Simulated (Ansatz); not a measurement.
Ansatz (a first-principles code) input (B3LYP/6-31G* with LANL2DZ past Ar): The .json file joins the Basis Set Exchange's 6-31G* for atoms up to Ar and LANL2DZ past it.

Ansatz 0.2 input:
```yaml
crystal:
  periodic: [false, false, false]
  atoms:
    - {symbol: Sn, position_ang: [-0.00000000, -0.00000000, -0.53882161]}
    - {symbol: S, position_ang: [0.00000000, 0.00000000, 1.68381755]}
basis:
  gaussian:
    orbitals: 6-31Gs+LANL2DZ.json
hamiltonian:
  xc: {name: B3LYP}
output: {forces: true}
```

Output:

```
Functional definition: B3LYP
integrals: 0.01 GiB planned
288 factors; integrals over basis functions are off by at most 2.5e-4 eV
mean field: 0.07 GiB planned
mean field evaluation 1: about -10924.0534 eV, gradient 3.0e1 eV
mean field evaluation 2: about -10876.6190 eV, gradient 9.6e1 eV
mean field evaluation 4: about -10928.0276 eV, gradient 1.5e0 eV
mean field evaluation 8: about -10928.0312 eV, gradient 1.3e-1 eV
mean field -10928.03123357 eV, -401.5977405482 hartree, gradient 1.9e-5 eV, S^2 0.000000; 0 other end points of the search recorded, 0 dependent functions left out
the calculation of the forces begins
reference -10928.03141408 eV, -401.5977471816 hartree; 10, 10 occupied and 17, 17 virtual orbitals, 288 factors
Total energy: -10928.03141408 eV, -401.5977471816 hartree
Atom 0 at    -0.000000    -0.000000    -0.538822 Å, force     0.000000    -0.000000    -0.073450 eV/Å
Atom 1 at     0.000000     0.000000     1.683818 Å, force    -0.000000     0.000000     0.073450 eV/Å
Dipole moment:     0.000000     0.000000    -0.738390 e Å
```

The geometry given is a B3LYP-D3(BJ)/def2-TZVP minimum.
